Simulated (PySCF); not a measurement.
## TiI₃⁺, singlet: structure and spectrum

Computed with B3LYP in PySCF with Ti def2-SVP, I def2-SVP with ECP28; scalar-relativistic core potentials, no spin–orbit coupling; density-fitted integrals.

The structure is a minimum.

```xyz
4
charge 1 multiplicity 1, angstrom
Ti    0.0000    0.0000   -0.6450
I     2.3791    0.0000    0.0834
I    -1.1895    2.0604    0.0834
I    -1.1895   -2.0604    0.0834
```

| Item | Value |
| --- | --- |
| Point group | C3v |
| Bond lengths | Ti–I 2.488 Å (×3) |
| Bond angles | I–Ti–I 111.8° (×3) |
| Highest occupied level | -11.96 eV |
| Zero-point energy | 6.9 kJ/mol |
| Lowest empty level | -9.15 eV |
| Rotational constants | 0.01532, 0.01532, 0.007823 cm⁻¹ |
| Principal quadrupole moments (Buckingham, traceless) about the centre of mass | -5.79, 2.89, 2.90 D Å |
| Principal polarisabilities | 60.9, 151.1, 151.1 bohr³ |
| Rotational symmetry number | 3 |
| Dipole moment about the centre of mass | 2.60 D |
| Enthalpy at 298.15 K above 0 K | 19.44 kJ/mol |
| Heat capacity Cp at 298.15 K | 78.5 J/(mol K) |
| Entropy at 298.15 K and 1 bar | 385.6 J/(mol K) |

Harmonic modes (masses in u: Ti 47.948, I 126.904):
| symmetry | ω (cm⁻¹) | IR (km/mol, summed over degenerate members) |
| --- | --- | --- |
| e | 63 | 0.0 |
| a1 | 65 | 4.0 |
| a1 | 231 | 7.2 |
| e | 363 | 151 |

In C3v the vibrations span 2e + 2a1.

Charges (e):
```csv
atom,Mulliken,Löwdin,polar tensor,Mayer order to Ti1
Ti1,0.28,-0.07,1.50,–
"I2,3,4",0.24,0.36,-0.17,1.81
```

Mulliken populations on Ti1: s 6.48, p 12.68, d 2.54, f 0.01.

Outer orbital energies (eV). occupied: -13.74, -13.74, -13.24, -13.24, -13.01, -12.60, -12.60, -11.96; empty: -9.15, -8.92, -8.92, -8.16.

Formally Ti is in oxidation state +4, d0. A d0 centre has no lone pair, yet it is C3v rather than trigonal planar: covalent bonding through the d orbitals favours lower symmetry. The polar-tensor charge on Ti, 1.50, is far below the formal one.

Only a few start shapes were tried, so a lower isomer may exist.

The final relaxation and frequency run took 2.3 min on 2 threads of a shared Intel Xeon @ 2.70GHz host, with 109 basis functions and 10 gradients; the process peaked at 1.2 GiB. Launch command: `OMP_NUM_THREADS=2 python axn.py task.json out`.
